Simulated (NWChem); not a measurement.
## Atomisation of pyrimidine (C$_{4}$H$_{4}$N$_{2}$)

```
C
H 1 1.0920
C 1 1.3965 2 121.82
N 3 1.3353 1 122.11 2 180.00
C 4 1.3350 3 116.32 1 0.00
N 5 1.3350 4 126.78 3 0.00
C 6 1.3353 5 116.32 4 0.00
H 3 1.0969 4 116.91 5 180.00
H 7 1.0969 6 116.91 5 180.00
H 5 1.0972 4 116.61 3 180.00
```
Charge 0, spin multiplicity 1.

The numbers come from NWChem runs, not from measurements. Structure: optimised with B3LYP/def2-SVP, a minimum by its harmonic frequencies.

Basis set: def2-SVP. The atomisation energy is electronic alone: no zero-point, thermal, spin-orbit or counterpoise terms. No value is extrapolated to the basis-set limit. Free atoms are single determinants with multiplicities C 3, N 4, H 2. Correlated methods freeze the same cores in atoms and molecule, 6 orbitals in all.

The cost column gives rough processor time relative to HF; each entry includes its own SCF. Costs are the molecule's.

B3LYP has NWChem's definition, with VWN1-RPA local correlation. The stability of the SCF solutions was not checked. Open-shell Hartree-Fock references start from PBE0 orbitals; any time given for them includes that run.

| method | atomisation energy (kcal/mol) | relative cost |
|---|---|---|
| M06-2X | 1125.7 | under 3 |
| PBE | ? | under 3 |
| MP2 | 1084.7 | under 3 |
| PBE0 | 1142.4 | under 3 |
| HF | 777.8 | 1 |
| LDA (SVWN5) | 1325.6 | under 3 |
| r2SCAN | 1127.7 | under 3 |
| TPSS | 1132.2 | under 3 |
| B3LYP | ? | under 3 |

Some entries are withheld; supply them.


- PBE, atomisation energy (kcal/mol): 1177.9
- B3LYP, atomisation energy (kcal/mol): 1124.3
